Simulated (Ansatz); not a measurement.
System: C3Si, net charge 0, singlet state. SMILES: [C]1[c+]2[si-2][c+]21
Geometry: optimised at B3LYP-D3(BJ)/def2-TZVP (Ansatz, an electronic-structure program).

Parts of the frozen-core correlation energy in cc-pV(Q+d)Z (Ansatz, hartree). Frozen orbitals: 8; correlated occupied orbitals by spin: 8 and 8; virtual: 213 and 213. Spin-orbit coupling is left out. Non-relativistic. The restricted reference is unstable.

```json
[
 {"term": "reference (HF)", "value": "-402.36173"},
 {"term": "MP2 opposite-spin", "value": "-0.41089"},
 {"term": "MP2 same-spin", "value": "-0.13413"},
 {"term": "CCSD correlation", "value": "-0.55253"},
 {"term": "(T)", "value": "-0.03739"},
 {"term": "T1 diagnostic", "value": "0.016"},
 {"term": "largest doubles amplitude", "value": "0.058"}
]
```
